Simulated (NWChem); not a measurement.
# C4H7Al; SMILES C=[CH][AlH][CH]=C

```xyz
12

Al     0.0000     0.0000    -0.4135
H      0.0000     0.0000    -2.0081
C      1.7200     0.0010     0.4999
C      2.8665    -0.0018    -0.2020
H      1.8191     0.0032     1.5952
H      3.8573    -0.0019     0.2719
H      2.8745    -0.0040    -1.3000
C     -1.7200    -0.0010     0.4999
C     -2.8665     0.0018    -0.2020
H     -1.8191    -0.0032     1.5952
H     -3.8573     0.0019     0.2719
H     -2.8745     0.0040    -1.3000
```
Atoms are numbered in this order, from 1.

All runs: NWChem. Pople sets run with spherical d functions. Geometry: optimised at PBE0/def2-SVP. Not confirmed as a minimum by frequencies. GIAO values for the isolated, static molecule; σ is the absolute isotropic shielding, δ = σ(reference) − σ with the isolated reference molecule computed at the same levels (13C: tetramethylsilane, 1H: tetramethylsilane).

For level B3LYP/6-311G**:

* **σ Al1 (ppm)**: 313.3
* **δ H2 (ppm)**: 5.16
* **δ C3 (ppm)**: 150.3
* **δ C4 (ppm)**: 152.1
* **δ H5 (ppm)**: 6.83
* **δ H7 (ppm)**: 6.55

**Question.** How do the values read with level KT2/pcSseg-1 instead?

**Answer.** 
| Quantity | Value |
|---|---|
| σ Al1 (ppm) | 322.5 |
| δ H2 (ppm) | 5.01 |
| δ C3 (ppm) | 141.9 |
| δ C4 (ppm) | 145.2 |
| δ H5 (ppm) | 6.63 |
| δ H7 (ppm) | 6.40 |
